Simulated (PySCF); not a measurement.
Ge(H)3(NEtMe), SMILES CC[N](C)[GeH3] (C3H11GeN), GFN2-xTB optimised geometry. Atoms within 1.6 Å of the plane z = 0.0 Å (x, y, z in Å): Ge1 (0.40, 0.05, 0.00), N2 (-0.09, -0.99, -1.41), C3 (-1.46, -1.43, -1.52), H6 (-0.08, 1.49, 0.00), H7 (1.89, 0.05, 0.00), H8 (-0.17, -0.62, 1.21), H11 (-1.89, -1.49, -0.52).

Method: PBE0/def2-TZVP in PySCF. Cells within 0.4 Å of a nucleus heavier than hydrogen are left out (blank, or x).

Map of the deformation density (molecule minus spherical neutral atoms) (e/bohr³) on the plane z = 0.0 Å:

```
|2222222222222222222222222222222|
|2222222222222222222222222222222|
|2222222222222222222222222222222|
|2222222222222222222222222222222|
|2222222222222222222222222222222|
|2222222222222211122222222222222|
|2222222222221111111122222222222|
|2222222222211111111111222222222|
|2222222222211122222111122222222|
|2222222222112246422111112222222|
|2222222221112369632111111222222|
|2222222211112367642111111122222|
|2222222211112345422222221112222|
|2222222111111222011244321112222|
|2222221111111110xx0367631111222|
|2222221111111110xx0368931111222|
|2222211111111111xx1256421112222|
|2222111111111111111233221112222|
|2221111111111111111112211112222|
|2221111111111111111111111122222|
|2221111111111111111111111222222|
|2221111111111111111111112222222|
|2221111111111111111111122222222|
|2221111111111111111111222222222|
|2222111111111111112222222222222|
|2222211111111112222222222222222|
|2222222111111222222222222222222|
|2222222222222222222222222222222|
|2222222222222222222222222222222|
|2222222222222222222222222222222|
|2222222222222222222222222222222|
```
Scale: ten equal steps from -0.021 (start of '0') to 0.082 (end of '9'), in the order '0123456789'; x runs from -4.00 to 4.00, y from -4.00 (bottom) to 4.00 (top).
